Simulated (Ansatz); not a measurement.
Wavefunction ladder for CH$_{7}$BGaNO, SMILES `C[BH][Ga]([NH2])[OH]`

```xyz
12

C    -0.4310   -1.3789    1.7519
B    -0.9013   -0.8332    0.3788
Ga    0.2965    0.3589   -0.8445
N     0.0918    2.1286   -1.2413
O     1.7305   -0.4020   -1.6292
H     0.6465   -1.4536    1.9038
H    -0.9223   -2.3034    2.0655
H    -0.7877   -0.6043    2.4568
H    -2.0300   -1.0637    0.0385
H     0.7467    2.6722   -1.7778
H    -0.6550    2.6997   -0.8847
H     2.2152    0.1795   -2.2177
```

Total charge 0; spin multiplicity 1. Correlated methods include outer-core shells of Ga, which these sets cover unevenly. Scalar relativity is left out up to krypton. The geometry is a stationary point of PBE0-D4/def2-TZVP. It is one conformer, not always the lowest. Frozen core, restricted reference, Ansatz 0.2.0.

| basis | HF (Eh) | MP2 corr. |
| --- | --- | --- |
| def2-SVP | -2118.82281 | -0.79890 |
| def2-TZVPP | -2119.30905 | -0.96258 |
| def2-QZVPP | -2119.35922 | -1.26369 |

(1) Estimate the CCSD correlation energy and the (T) correction in each basis where they were run (hartree).

Answers

(1) 
| basis | CCSD corr. | (T) |
| --- | --- | --- |
| def2-SVP | -0.83408 | -0.02354 |
| def2-TZVPP | -0.99164 | -0.03839 |
